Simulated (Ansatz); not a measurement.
Stepwise reaction of `[O]=[W]([F])([F])([F])[F]` with hydrogen chloride, as a gas-phase model of exchange steps in deposition or etching. ΔE in kJ/mol.

Isolated molecules relaxed with PBE0-D4/def2-TZVP in Ansatz; ΔE leaves out vibrations. CCSD(T)/CBS is the MP2 limit (def2-TZVPP, def2-QZVPP) plus CCSD(T) − MP2 in def2-TZVPP, frozen cores. This one scheme is used for every species. DFT in def2-TZVPP. B3LYP here is the variant with VWN-RPA as its local correlation; programs differ in this. def2 core potentials past Kr. For W outer-core shells are correlated without core-valence functions, which leaves a few kJ/mol of doubt a bond.

```csv
step,reaction,PBE-D4,B3LYP-D4,ωB97M-V,CCSD(T)/CBS
1,`[O]=[W]([F])([F])([F])[F]` + HCl → `[O]=[W]([F])([F])([F])[Cl]` + H–F,20.8,24.6,27.7,16.3
2,`[O]=[W]([F])([F])([F])[Cl]` + HCl → `[O]=[W]([F])([F])([Cl])[Cl]` + H–F,20.8,24.8,28.5,15.0
3,`[O]=[W]([F])([F])([Cl])[Cl]` + HCl → `[O]=[W]([F])([Cl])([Cl])[Cl]` + H–F,17.7,20.7,25.1,10.4
4,`[O]=[W]([F])([Cl])([Cl])[Cl]` + HCl → `[O]=[W]([Cl])([Cl])([Cl])[Cl]` + H–F,17.3,20.4,25.3,8.6
```

(1) By hand: ΔE of the 4 steps together at CCSD(T)/CBS.

Results:

(1) (16.3) + (15.0) + (10.4) + (8.6) = 50.3 kJ/mol, or 12.6 kJ/mol a step.

In ΔE step 4 is the lowest and step 1 the highest. All are uphill at CCSD(T)/CBS. PBE-D4 differs from CCSD(T)/CBS by 4.5 to 8.7 kJ/mol a step. Isolated molecules leave out the surface, adducts and barriers. Largest T1 diagnostic: 0.021.
